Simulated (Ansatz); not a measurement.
`CC(F)=[Se]`. Charge 0, multiplicity 1.

Z-matrix (Å, degrees):
```
C
C 1 1.479
H 1 1.086 2 111.1
H 1 1.095 2 109.3 3 121.6
H 1 1.095 2 109.3 3 -121.6
F 2 1.330 1 110.7 3 180.0
Se 2 1.750 1 128.7 3 -0.0
```

(1) List the harmonic frequencies (cm⁻¹, unscaled) at PBE0-D4/def2-TZVP in Ansatz. (Estimate.)

(2) Is this a minimum?

(3) Give the ideal-gas thermochemistry at 298.15 K and 1 bar (rigid rotor, harmonic oscillator; point group Cs, symmetry number 1).

## Answers

(1) Ansatz gave: 156, 328, 396, 483, 652, 987, 1006, 1219, 1252, 1388, 1456, 1462, 3044, 3103, 3196.

(2) Yes, all 15 modes are real.

(3) Zero-point energy 120.4 kJ/mol; H(298) − E = 135.1 kJ/mol; entropy 303.5 J/(mol·K), of which translation 169.1, rotation 108.4, vibration 26.1; G(298) − E = 44.6 kJ/mol.
